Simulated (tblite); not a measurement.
Species: C₂H₁₁NSi₂.
Cartesian coordinates in Å at the GFN2-xTB level; atoms count from 1:
```
atom  x, y, z in Å
C1    -2.1551    0.9560   -0.6003
Si2   -0.7141    0.1757    0.3566
N3    -0.9729   -1.5299    0.2965
C4     0.9554    0.4976   -0.4920
Si5    2.4549   -0.3142    0.3281
H6    -2.0282    2.0296   -0.6947
H7    -3.1009    0.7833   -0.0964
H8    -2.2357    0.5426   -1.6007
H9    -0.6828    0.7595    1.7153
H10   -1.8773   -1.8929    0.5500
H11   -0.2498   -2.1379    0.6442
H12    1.1202    1.5742   -0.5311
H13    0.8978    0.1641   -1.5279
H14    3.6860    0.0781   -0.3677
H15    2.3437   -1.7762    0.2778
H16    2.5510    0.0994    1.7309
```

Level: GFN2-xTB in tblite, geometry and Hessian alike; calculated harmonic values, unscaled, isolated species. The method is semi-empirical: single wavenumbers can be off by several per cent or more. Modes of hydrogen on silicon can be 10 to 20 % off. One conformer, not necessarily the lowest.

Harmonic wavenumbers (cm⁻¹): 41.2, 107.3, 112.8, 119.1, 178.2, 207.4, 233.8, 245.9, 489.0, 510.2, 525.9, 632.3, 642.0, 685.5, 722.1, 734.9, 788.6, 793.3, 795.4, 803.2, 819.1, 823.8, 865.4, 911.4, 1027.7, 1145.0, 1378.1, 1455.4, 1494.0, 1499.8, 1521.1, 2115.6, 2221.2, 2228.0, 2242.1, 2978.0, 2987.8, 3042.8, 3045.8, 3050.6, 3476.7, 3512.7.

A = 5585, B = 1521, C = 1302 MHz; mass 105.043 u (most abundant isotopes); point group C1, symmetry number 1.

Problem. What is the zero-point energy?

Solution. Half the sum of the wavenumbers: 26605 cm⁻¹ = 76.07 kcal/mol.

Problem. What is S at 298.15 K and 1 bar for an ideal gas of classical rigid rotors and harmonic oscillators?

Solution. Translation 39.89, rotation 27.77, vibration 28.17: S = 95.8 cal/(mol K).

Problem. And Cp and H(298.15 K) − H(0)?

Solution. Cp = 36.95 cal/(mol K), of which vibrations give 29.00 (their classical limit is 42 R = 83.5); H(298.15 K) − H(0) = 6.79 kcal/mol without the zero-point energy, 4.42 from vibrations.

Problem. Blend soft modes into free rotors: weight 1/[1 + (100 cm⁻¹/ν̃)⁴] for the oscillator and the rest for a rotor with moment μB/(μ + B), μ = h/(8π²ν), B = 10⁻⁴⁴ kg m². What vibrational entropy results?

Solution. 26.20 cal/(mol K) in place of 28.17, which changes −T·S at 298.15 K by +0.59 kcal/mol.

Problem. Which modes carry the vibrational entropy at 298.15 K?

Solution. 41.2 cm⁻¹: 5.20; 107.3 cm⁻¹: 3.32; 112.8 cm⁻¹: 3.22; 119.1 cm⁻¹: 3.11; 178.2 cm⁻¹: 2.35; 207.4 cm⁻¹: 2.07 cal/(mol K); the other 36 give 8.90 together.

Problem. What must be added to the electronic energy to get the Gibbs energy at 298.15 K and 1 bar?

Solution. ZPE + [H(298.15 K) − H(0)] − T·S = 76.07 + 6.79 − 28.57 = 54.29 kcal/mol.

Problem. How do the functions run with temperature in this model?

Solution. 
```tsv
T (K)	S (cal/(mol K))	Cp (cal/(mol K))	H − H(0) (kcal/mol)	G − H(0) (kcal/mol)	ln q(vib)
150	75.8	23.1	2.35	-9.02	2.95
250	89.7	32.5	5.12	-17.31	5.50
400	107.9	45.0	10.98	-32.16	9.24
600	128.4	56.2	21.18	-55.85	13.99
900	153.4	67.1	39.81	-98.26	20.47
```

q(vib) and H(0) count from the zero-point level.

Hindered rotation and anharmonicity are outside this model. Other conformers, if any are populated, would add a mixing term that is left out. The structure is chiral; the term R ln 2 for an equal mix with its mirror image is left out.
